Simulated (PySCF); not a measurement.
Structure with atom numbers: `[CH3:1][C@H:2]1[CH:3]=[CH:4][P@H+:5]([CH3:6])[CH:7]=[CH:8]1`; H(Xn) means a hydrogen on atom n.

Geometry: PBE0-D3(BJ)/def2-SVP; GIAO shifts from PySCF, gas phase, non-relativistic, averaged over equivalent atoms.

At PBE0/pcSseg-1 (203 basis functions, 31 s wall time on 1 thread of an Arm Neoverse V1, shared host):
| atoms | δ (ppm) |
| --- | --- |
| C3/C8 | 174.4 |
| C4/C7 | 103.0 |
| C2 | 39.4 |
| C1 | 19.7 |
| C6 | 11.1 |
| P5 | -65.8 |
| H(C3)/H(C8) | 7.74 |
| H(P5) | 6.76 |
| H(C4)/H(C7) | 6.10 |
| H(C2) | 3.38 |
| H(C6) | 2.07 |
| H(C1) | 1.57 |

References, each an isolated molecule treated in the same way: 13C (σ = 184.41 ppm), 1H (σ = 31.27 ppm) vs TMS; H3PO4 for 31P (σ = 310.13 ppm).

What do these become at B97-2/pcSseg-1?

Answers


```
      atoms  δ at B97-2/pcSseg-1  change
      C3/C8                170.3    -4.1
      C4/C7                100.5    -2.5
         C2                 39.1    -0.3
         C1                 20.1    +0.4
         C6                 11.3    +0.2
         P5                -60.6    +5.2
H(C3)/H(C8)                 7.68   -0.06
      H(P5)                 6.72   -0.04
H(C4)/H(C7)                 6.04   -0.06
      H(C2)                 3.39   +0.01
      H(C6)                 2.07   +0.00
      H(C1)                 1.58   +0.01
```

Chemical shifts δ = σref − σ; TMS for 13C (σ = 183.69 ppm) and 1H (σ = 31.38 ppm); H3PO4 for 31P (σ = 316.18 ppm), all at this level.

The largest change is at P5 (phosphorus bonded to 3 C, H, in a 6-membered ring). Cost: 203 basis functions, 29 s wall time on 1 thread of an Arm Neoverse V1, shared host. The order of the carbon signals is the same at both levels.

Experimental scales use liquid or dissolved standards, which lie at an offset from isolated H3PO4.
